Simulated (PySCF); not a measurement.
A GIAO shielding run with PySCF 2.14.0 with density-fitted response routines (density fitting, non-relativistic, gas phase) on `[SiH2](O)[Si@]1([SiH3])[SiH2]CS1`, CH10OSSi4:

```
$ OMP_NUM_THREADS=1 python probes_run.py task.json out

{"job": {"kind": "nmr", "xc": "PBE0", "basis": "pcSseg-1"}, "charge": 0, "multiplicity": 1}
O     -2.182127     0.035829     1.991505
Si    -1.846368     1.232563     0.928887
Si    -0.214825    -0.020994    -0.130036
Si    -0.891121    -2.194227    -0.733179
Si     2.044104     0.250898     0.505770
C      2.238154     0.957404    -1.265519
S      0.534955     1.018880    -1.941499
H     -2.850757     0.135513     2.663444
H     -3.069456     1.588551     0.198010
H     -1.472908     2.446986     1.670446
H      0.206340    -3.054376    -1.193677
H     -1.912516    -2.224638    -1.785753
H     -1.465430    -2.831558     0.453930
H      2.451409     1.268002     1.485175
H      2.948935    -0.892472     0.684913
H      2.644600     1.964933    -1.313833
H      2.830013     0.330737    -1.929571
```

Hardware: 1 thread of an Arm Neoverse V1, shared host. The job also computes population analyses, field gradients, ring-centre shieldings.

Q: How large is the calculation?

A: 96 electrons, 204 basis functions and 1181 auxiliary functions.

Q: How long does it take, and how much memory does it need?

A: 40 s of wall time, with 13 SCF cycles and 5 response iterations; peak memory 0.85 GiB. Times on a shared host scatter by some tens of per cent.
